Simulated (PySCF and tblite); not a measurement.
Results of a calculation; reference values are marked as such.
**Conformers and averaged properties: propiophenone, C9H10O, numbered as in [CH3:1][CH2:2][C:3](=[O:4])[c:5]1[cH:6][cH:7][cH:8][cH:9][cH:10]1**

Free energies: PBE0-D3(BJ)/def2-SVPD (IEF-PCM, chloroform) on PBE0-D3(BJ)/def2-SVP structures plus GFN2-xTB thermal terms, symmetry and mirror images included. Conformers within 3 kcal/mol (GFN2-xTB free energy) were kept, 7 at most. GIAO shieldings: PBE0/pcSseg-1 (IEF-PCM, chloroform). Couplings: B3LYP/pcSseg-1 with pcJ-1 on H (gas phase; spin-dipole term only for pairs with B, N, F, Si or P). Couplings are for ¹H. Shifts are against TMS (¹H), TMS (¹³C) at the same level. Run with PySCF (density fitting) and tblite.

Torsions listed: C1–C2–C3–O4, O4–C3–C5–C6. Of a mirror pair one member is shown.

```
conformer      shape   symmetry  E(GFN2) kcal/mol  E(DFT) kcal/mol  G(298.15 K) kcal/mol  weight %  dipole D
        1  -1°, 180°         Cs              0.00             0.00                  0.00      87.6      3.92
        2  -100°, 5°  C1 (pair)              0.35             1.08                  1.16      12.4      4.05
```

Weights (%) against temperature:

| T (K) | 1 | 2 | S(mix) cal/mol/K |
| --- | --- | --- | --- |
| 250 | 91.4 | 8.6 | 0.70 |
| 273.15 | 89.5 | 10.5 | 0.81 |
| 298.15 | 87.6 | 12.4 | 0.91 |
| 323.15 | 85.8 | 14.2 | 1.01 |
| 373.15 | 82.4 | 17.6 | 1.17 |

Averaged shifts at 298.15 K. ¹H: 8.36 (H6/H10, 2H), 7.84 (H8, 1H), 7.77 (H7/H9, 2H), 3.04 (H2, 2H), 1.24 (H1, 3H) ppm. ¹³C: 206.0 (C3), 140.9 (C8), 139.8 (C5), 135.2 (C6/C10), 135.0 (C7/C9), 34.8 (C2), 10.1 (C1) ppm.

Averaged couplings (Hz): ²J(H1,H1) -14.2, ³J(H1,H2) 8.0, ²J(H2,H2) -20.4, ³J(H6,H7) 8.8, ⁴J(H6,H8) 0.8, ⁴J(H6,H10) 1.4, ³J(H7,H8) 8.2, ⁴J(H7,H9) 0.8.

Coordinates of conformer 1 (Å):

```xyz
20

C    -3.440    0.110   -0.208
C    -2.110   -0.278    0.404
C    -0.993   -0.360   -0.615
O    -1.204   -0.146   -1.790
C     0.384   -0.713   -0.144
C     0.692   -0.968    1.198
C     1.995   -1.290    1.572
C     3.000   -1.359    0.609
C     2.702   -1.108   -0.731
C     1.402   -0.787   -1.104
H    -3.748   -0.619   -0.971
H    -4.225    0.166    0.561
H    -3.373    1.087   -0.708
H    -1.806    0.436    1.190
H    -2.175   -1.255    0.913
H    -0.085   -0.917    1.963
H     2.227   -1.486    2.622
H     4.022   -1.611    0.905
H     3.489   -1.162   -1.486
H     1.137   -0.584   -2.144
```

Coordinates of conformer 2 (Å):

```xyz
20

C    -2.717    0.671    0.101
C    -2.157   -0.747    0.195
C    -0.964   -0.941   -0.718
O    -1.091   -1.494   -1.789
C     0.369   -0.396   -0.302
C     1.415   -0.460   -1.232
C     2.677    0.025   -0.909
C     2.911    0.577    0.351
C     1.878    0.644    1.285
C     0.612    0.161    0.960
H    -3.612    0.779    0.730
H    -1.984    1.425    0.424
H    -3.002    0.905   -0.935
H    -1.889   -0.985    1.236
H    -2.913   -1.475   -0.131
H     1.202   -0.902   -2.207
H     3.486   -0.028   -1.641
H     3.903    0.958    0.607
H     2.059    1.074    2.272
H    -0.187    0.219    1.702
```

Shifts are unscaled: against experiment ¹³C can be off by 15 ppm or more and ¹H by 0.8 ppm.

Search and properties took 4.5 min on 1 thread of Arm Neoverse V2, on a host shared with other jobs (rough), launched as `OMP_NUM_THREADS=1 python ens_run.py task.json out`.
